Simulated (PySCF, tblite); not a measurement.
Compound: C₄H₅Cl₂FSi.
Atom-mapped SMILES: `[CH3:1][SiH2:2][C:3]#[C:4][C:5]([F:6])([Cl:7])[Cl:8]` (hydrogens: H9, H10, H11 on C1; H12, H13 on Si2)

Cartesian coordinates in Å at the GFN2-xTB level; atoms count from 1:
```xyz
13
C4H5Cl2FSi angstrom
C     -2.500    0.442    0.050
Si    -1.343   -1.051    0.212
C      0.393   -0.420   -0.038
C      1.511   -0.003   -0.205
C      2.850    0.488   -0.393
F      3.068    0.921   -1.654
Cl     3.165    1.867    0.713
Cl     4.043   -0.811   -0.057
H     -3.538    0.149    0.186
H     -2.272    1.202    0.792
H     -2.413    0.904   -0.930
H     -1.388   -1.636    1.555
H     -1.583   -2.050   -0.832
```

Level of theory: B3LYP/def2-SVPD in PySCF (dipole) on a GFN2-xTB geometry, gas phase.

Take the most abundant isotopes and a rigid rotor. 

Q: Give the principal moments of inertia and the rotational constants in GHz.

A: Ia = 253.55, Ib = 991.56, Ic = 1099.52 u·Å²; 505379 MHz·u·Å²/I gives 1993, 509.7 and 459.6 MHz, that is A = 1.9932, B = 0.5097, C = 0.4596 GHz.

Q: What kind of rotor is it?

A: A near-prolate asymmetric top. Ray's parameter κ = (2B − A − C)/(A − C) = -0.935; −1 is the prolate and +1 the oblate limit.

Q: What does the inertial defect say?

A: Not planar: Δ = Ic − Ia − Ib = -145.59 u·Å². For a rigid frame Δ = −2 Σ m c², so Σ m c² = 72.79 u·Å² lies off the ab plane: 5.00 from hydrogen and 67.79 from heavier atoms. The atom farthest from that plane is 1.65 Å away.

Q: Give the other two planar moments, Paa and Pbb, and the rms extents of the mass along the axes.

A: Paa = Σ m a² = (Ib + Ic − Ia)/2 = 918.76 and Pbb = Σ m b² = (Ia + Ic − Ib)/2 = 180.76 u·Å². With the mass M = 169.95 u, the rms extents √(P/M) along a, b and c are 2.33, 1.03, 0.65 Å.

Q: Where do the levels up to J = 4 lie, in cm⁻¹?

A: Above 0(0,0):
J = 1: 1(0,1) 0.0323, 1(1,1) 0.0818, 1(1,0) 0.0835
J = 2: 2(0,2) 0.0970, 2(1,2) 0.1448, 2(1,1) 0.1498, 2(2,1) 0.2983, 2(2,0) 0.2983
J = 3: 3(0,3) 0.1938, 3(1,3) 0.2393, 3(1,2) 0.2493, 3(2,2) 0.3953, 3(2,1) 0.3955, 3(3,1) 0.6469, 3(3,0) 0.6469
J = 4: 4(0,4) 0.3227, 4(1,4) 0.3652, 4(1,3) 0.3819, 4(2,3) 0.5246, 4(2,2) 0.5252, 4(3,2) 0.7763, 4(3,1) 0.7763, 4(4,1) 1.1285, 4(4,0) 1.1285

Q: Which types of transition are allowed, and where do some lines up to J = 4 fall?

A: The dipole components are |μa| = 2.95 D, |μb| = 0.18 D, |μc| = 0.38 D. Intensities carry the squares of the components, which stand as 1.00 : 0.00 : 0.02 (a : b : c). Some lines, for components of 0.1 D or more:

```
type  branch         J(Ka,Kc)    MHz  lower level (cm⁻¹)
   c       Q  4(1,4) ← 4(0,4)   1274               0.323
   c       Q  1(1,1) ← 1(0,1)   1483               0.032
   b       Q  3(1,2) ← 3(0,3)   1664               0.194
   a       R  2(1,1) ← 1(1,0)   1989               0.083
   a       R  3(1,3) ← 2(1,2)   2832               0.145
   a       R  3(2,2) ← 2(2,1)   2908               0.298
   a       R  4(0,4) ← 3(0,3)   3865               0.194
   c       Q  3(2,2) ← 3(1,2)   4376               0.249
   b       Q  3(2,2) ← 3(1,3)   4676               0.239
   b       R  4(1,4) ← 3(0,3)   5139               0.194
   b       Q  4(3,1) ← 4(2,2)   7528               0.525
   c       Q  3(3,1) ← 3(2,1)   7537               0.395
   c       R  4(2,3) ← 3(1,3)   8553               0.239
   b       R  4(2,2) ← 3(1,3)   8571               0.239
   b       R  3(3,1) ← 2(2,0)  10450               0.298
   c       R  3(3,1) ← 2(2,1)  10451               0.298
   b       R  3(3,0) ← 2(2,1)  10451               0.298
   b       R  4(3,2) ← 3(2,1)  11417               0.395
   b       R  4(4,0) ← 3(3,1)  14437               0.647
```

Its lowest GFN2-xTB frequency is 7i cm⁻¹, too small to tell a flat minimum from a shallow saddle. Zero-point vibration and centrifugal distortion are left out. A rigid rotor knows nothing of internal rotation, which can split or shift real lines. Quadrupole hyperfine structure (35Cl) is left out.

On one thread of an Arm Neoverse N1, no GPU, shared host with 64 logical CPUs at a one-minute load of 62, this took 77 s wall and 0.83 GiB of memory at its peak. This is the B3LYP/def2-SVPD job that gave the dipole, with the excitations it also computed.
